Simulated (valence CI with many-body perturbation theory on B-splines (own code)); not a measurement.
Bi10+: what the settings do

Computed by configuration interaction combined with many-body perturbation theory (CI+MBPT): five valence electrons over a frozen Dirac-Fock core [Xe] 4f14, radial functions for each j: 6 s, 6 p, 5 d, 5 f, 1 g, with the one-electron correlation potential Σ1, the two-electron term Σ2, the three-electron term Σ3, Breit, model QED; selected CI, second order for the rest, scaled by the run's own slope (own B-spline code, finite nucleus).

No measured spectrum was set against this ion. As an estimate, terms of the open shell hold to 2 to 4 % of their energy, and close levels can change places. Among the levels kept, up to 280 cm⁻¹ of a level comes from second order outside the variational space, and about a tenth of that is noise between levels of different J, which matters for small intervals. Only levels of the ground parity were solved; by the run's estimate the other parity begins above the list, which can be wrong where configurations are misplaced.

The reference run has the lowest level (5d3/2^4 5d5/2) J=5/2 and an ionisation energy of 183.892 eV. Its largest variational space holds 10000 state functions.

Levels are named by their leading jj configuration (3d3/2^4 stands for four electrons in 3d with j = 3/2), which in mixed levels can hold well under half, so a name can repeat and another be missing. Letters in brackets count levels of one name in rising energy.

Changed runs:
A. three-electron term on → off; screening of Σ1 on → off
B. size limit of the variational space 10000 → 3000; second order for the rest on → off; QED terms on → off
C. selection threshold (hartree) 2e-08 → 2e-07
D. scale of Σ1 1 → 0 (bad on purpose)

Excitation energies of the reference run in cm⁻¹, and shifts in cm⁻¹:

| Level | Reference | A | B | C | D |
| --- | --- | --- | --- | --- | --- |
| (5d3/2^3 5d5/2^2) J=5/2 [a] | 22097 | +343 | +288 | 0 | -243 |
| (5d3/2^3 5d5/2^2) J=7/2 [a] | 36123 | +521 | +303 | 0 | -526 |
| (5d3/2^3 5d5/2^2) J=3/2 [a] | 37563 | +640 | -117 | 0 | -523 |
| (5d3/2^3 5d5/2^2) J=11/2 | 39207 | +502 | -20 | 0 | -578 |
| (5d3/2^3 5d5/2^2) J=9/2 | 42459 | +557 | +486 | 0 | -675 |
| (5d3/2^3 5d5/2^2) J=5/2 [b] | 43135 | +630 | +508 | 0 | -803 |
| (5d3/2^3 5d5/2^2) J=1/2 | 46092 | +706 | -651 | -0.4 | -740 |
| (5d3/2^3 5d5/2^2) J=7/2 [b] | 52624 | +882 | +369 | 0 | -731 |
| (5d3/2^2 5d5/2^3) J=5/2 [a] | 56840 | +757 | +634 | 0 | -1087 |
| (5d3/2^2 5d5/2^3) J=7/2 [a] | 62304 | +962 | +283 | 0 | -1264 |
| (5d3/2^2 5d5/2^3) J=11/2 | 64253 | +822 | +256 | 0 | -1384 |
| (5d3/2^3 5d5/2^2) J=3/2 [b] | 64279 | +842 | +0.2 | 0 | -969 |
| Ionisation energy (eV) | 183.892 | +0.198 | -0.137 | +3.7e-05 | -1.636 |
